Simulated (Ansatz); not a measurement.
Geometry optimisation, Ansatz 0.2.0, RKS B3LYP-D4/def2-SVP.

input.yaml

```yaml
crystal:
  periodic: [false, false, false]
  atoms:
    - { symbol: Ge, position_ang: [-0.089309, 0.090091, -0.944931] }
    - { symbol: O, position_ang: [1.238992, 0.208431, 1.685106] }
    - { symbol: H, position_ang: [0.755515, -0.552369, 2.041606] }
    - { symbol: H, position_ang: [1.835273, -0.192282, 1.010832] }
    - { symbol: H, position_ang: [-1.166151, 1.211249, -0.587027] }
    - { symbol: H, position_ang: [-1.00112, -1.04652, -0.279186] }
basis:
  gaussian: { orbitals: def2-SVP }
hamiltonian:
  xc: b3lyp
  dispersion: d4
relax:
  f_tol: 0.03
  max_steps: 50
output:
  orbitals: {}
```

Launched with:

```bash
$ ansatz run input.yaml --threads 1 --pin off --max-ram 2048MiB --backend cpu --events-out ev --progress --plain --runs-dir out
```

Problem. Where does it end, and by what steps?

Solution. The forces met the threshold. After 9 steps the energy has fallen by 0.402 eV; H3 moved furthest, 0.57 Å.

```csv
step,energy less start (eV),largest force component (eV/Å),accepted
0,0.0000,1.071,yes
1,-0.1277,1.802,yes
2,-0.2402,1.690,yes
3,-0.3446,0.918,yes
4,-0.3837,0.245,yes
5,-0.3913,0.107,yes
6,-0.3930,0.045,yes
7,-0.3984,0.129,yes
8,-0.4007,0.121,yes
9,-0.4022,0.021,yes
```

```xyz
6
Properties=species:S:1:pos:R:3
Ge 0.008 0.134 -0.829
O 1.087 0.200 1.151
H 0.464 -0.112 1.824
H 1.814 -0.441 1.144
H -1.060 1.107 -0.133
H -0.740 -1.168 -0.232
```

Whether the end is a true minimum wasn't checked by a vibrational analysis.

Time of the run: 18 s on 1 thread of Arm Neoverse V1 (shared host), peak memory 0.12 GiB.
